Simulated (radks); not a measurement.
Ionisation of the cerium ion Ce3+, [Xe] 4f1, to [Xe] as the strength of local exchange is varied. Method: Dirac Kohn-Sham, Slater X-alpha exchange (alpha = 2/3 is LDA exchange), no correlation, spin-unpolarised, spherical densities, point nucleus; open shells are shared between the two j in proportion to 2j + 1; computed with a radial shooting solver on a logarithmic mesh with Libxc functionals.

| alpha | E(Ce3+) (hartree) | exchange (hartree) | IE (eV) | -e of the level emptied (eV) | <r> of it (bohr) |
|---|---|---|---|---|---|
| 0.631 | -8841.2067 | -186.4480 | 35.130 | 26.063 (4f7/2) | 1.084 |
| 0.667 | -8851.8499 | -197.3069 | 36.233 | 27.065 (4f7/2) | 1.070 |
| 0.685 | -8857.1761 | -202.7452 | 36.790 | 27.572 (4f7/2) | 1.063 |
| 0.793 | -8889.1955 | -235.5000 | 40.200 | 30.694 (4f7/2) | 1.026 |
| 0.832 | -8900.7844 | -247.3806 | 41.460 | 31.854 (4f7/2) | 1.014 |
| 0.841 | -8903.4608 | -250.1262 | 41.753 | 32.124 (4f7/2) | 1.012 |
| 0.953 | -8936.8290 | -284.4178 | 45.463 | 35.559 (4f7/2) | 0.9806 |
| 0.991 | -8948.1765 | -296.1045 | 46.749 | 36.754 (4f7/2) | 0.9709 |

NIST Atomic Spectra Database: 36.91 eV (semi-empirical). The Delta-SCF value meets it near alpha = 0.69. Spin polarisation and multiplet splitting are left out, so open shells lie too high by an amount that depends on their filling. Sharing an open shell by 2j + 1 raises it above the true ground level by a part of the spin-orbit splitting, which enters the differences from NIST.

Beside tabulated values, note that spin-unpolarised runs miss the spin-polarisation part of the exchange energy of open shells.
